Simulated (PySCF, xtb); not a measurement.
sulfur tetrafluoride (F4S), SMILES FS(F)(F)F.

Harmonic wavenumbers (cm⁻¹) from GFN2-xTB run with xtb at its own minimum, in rising order: 144, 230, 299, 320, 351, 559, 710, 733, 776.

Q: What does PBE0-D3(BJ)/def2-SVP (PySCF) give at its own minimum? (An estimate is asked for; the answer gives what the named calculation found.)

A: 217, 346, 449, 517, 518, 602, 834, 886, 907. Paired by order, the mean absolute difference is 128 cm⁻¹ and the zero-point energies are 5.9 and 7.5 kcal/mol.
